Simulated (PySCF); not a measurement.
Correlation energy of Si (silicon, neutral)

[Ne] 3s1 3p2 4s1, high-spin 5P determinant (an excited configuration). Computed with PySCF 2.14 in aug-cc-pwCVTZ (8s7p5d3f, 75 functions), with the non-relativistic Hamiltonian (point nucleus). Frozen: 1s2; 12 electrons correlated.

```csv
level,correlation energy (mhartree)
CCSD,-277.28
(T),-2.30
CCSD(T),-279.58
```

Diagnostics: T1 = 0.0083, D1 = 0.0386, largest double amplitude 0.038.

**Question.** Is a single reference adequate?

**Answer.** Yes: T1 lies below 0.03 and no double amplitude reaches 0.07.
